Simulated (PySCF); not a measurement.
A GIAO shielding run with PySCF (density fitting, non-relativistic, gas phase) on SMILES COC[Si@H]1CC[SiH2]N1, C4H13NOSi2:

```
$ OMP_NUM_THREADS=1 python probes_run.py task.json out

{"job": {"kind": "nmr", "xc": "PBE0", "basis": "pcSseg-1"}, "charge": 0, "multiplicity": 1}
C      3.565599     0.819579     0.583932
O      2.247685     0.384569     0.472208
C      2.114662    -0.867262    -0.141986
Si     0.274819    -1.313628    -0.227300
C     -0.571652    -0.971503     1.425649
C     -2.008124    -0.477925     1.166088
Si    -1.993505     0.542713    -0.427574
N     -0.664999    -0.248101    -1.236598
H      4.050577     0.928286    -0.407190
H      4.182397     0.122284     1.186287
H      3.560350     1.800735     1.080089
H      2.564579    -0.871980    -1.159466
H      2.653775    -1.659302     0.424824
H      0.224542    -2.743144    -0.685856
H      0.034840    -0.170628     1.884108
H     -0.541797    -1.827329     2.119107
H     -2.682669    -1.334634     0.995013
H     -2.420059     0.077730     2.024094
H     -3.275237     0.442021    -1.198021
H     -1.755876     2.003686    -0.182285
H     -0.420401    -0.051135    -2.200312
```

Hardware: 1 thread of an Intel Xeon Platinum 8488C, shared host. The job also computes population analyses, field gradients, ring-centre shieldings.

(1) How large is the calculation?

(2) How long does it take, and how much memory does it need?

(3) And these other runs on the same molecule and hardware: GIAO shielding at WP04/pcSseg-1?

Results:

(1) 80 electrons, 215 basis functions and 1157 auxiliary functions.

(2) 47 s of wall time, with 13 SCF cycles and 4 response iterations; peak memory 1.1 GiB. Times on a shared host scatter by some tens of per cent.

(3) WP04/pcSseg-1: 215 functions, 36 s.
